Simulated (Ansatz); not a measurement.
`[BH2][SnH2][C]#C` + H–F → `C#[C][SnH2][F]` + BH₃ at 600 K and 1 bar (cleavage of the Sn–B bond).

Computed with Ansatz on PBE0-D4/def2-TZVP structures; ΔE is electronic, products minus reactants. CBS: MP2 limit from def2 TZ/QZ plus the TZ coupled-cluster correction, frozen cores. This one scheme is used for every species. def2 core potentials past Kr. For Sn outer-core shells are correlated without core-valence functions, which leaves a few kJ/mol of doubt a bond.

```csv
species,CCSD(T)/CBS energy (Eh),H − E (kJ/mol),S (J/(mol·K))
`[BH2][SnH2][C]#C`,-317.81248,196.0,441.1
H–F,-100.39570,42.3,194.0
`C#[C][SnH2][F]`,-391.67763,140.1,402.2
BH₃,-26.55200,91.5,217.3
```

H − E and S are ideal-gas, rigid-rotor, harmonic terms from PBE0-D4/def2-TZVP. 1 Eh = 2625.50 kJ/mol, R = 8.31446 J/(mol·K).

Question: By hand: ΔE, ΔH, ΔS and ΔG.

Answer: ΔE = (-391.67763) + (-26.55200) − (-317.81248) − (-100.39570) = -0.02145 Eh = -56.3 kJ/mol. Δ(H − E) = 140.1 + 91.5 − 196.0 − 42.3 = -6.7, so ΔH = -63.0 kJ/mol. ΔS = 402.2 + 217.3 − 441.1 − 194.0 = -15.6 J/(mol·K). ΔG = -63.0 − 600 × (-15.6)/1000 = -53.6 kJ/mol.

Question: By hand: the equilibrium constant, and the temperature at which ΔG would vanish if ΔH and ΔS stayed fixed.

Answer: log₁₀ K = −ΔG/(RT ln 10) = 4.7. ΔG = 0 at ΔH/ΔS = 4038 K, far beyond where these terms or the molecules hold.

ΔH outweighs TΔS. A doubt of 5 kJ/mol in ΔE shifts log₁₀ K by 0.4 here. These are equilibria of isolated gas molecules and say nothing of rates. Largest T1 diagnostic: 0.014 (customary marks: 0.02 for closed shells, 0.045 for open ones).
